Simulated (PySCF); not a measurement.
Computed Raman spectrum (relative Raman activity) of a molecule CH7BO2Si. Geometry: r2SCAN-D4/def2-SVP. One conformer was computed; it need not be the lowest. All values below come from r2SCAN-D4/def2-SVP (PySCF). Frequencies are harmonic and unscaled.

Lines under 2 % of the strongest are left out, and lines within 2 cm⁻¹ are merged.

```csv
ν (cm⁻¹),relative intensity
573,4.0
672,4.1
689,3.5
882,3.5
936,7.4
1431,9.1
2168,41
2175,64
3040,51
3146,28
3151,37
3777,100
3873,23
```

Problem. Which structure fits?
A. COBO[SiH3]
B. COB(O)[SiH3]
C. C[SiH2]B(O)O
D. OB(O)C[SiH3]

Solution. C, C[SiH2]B(O)O
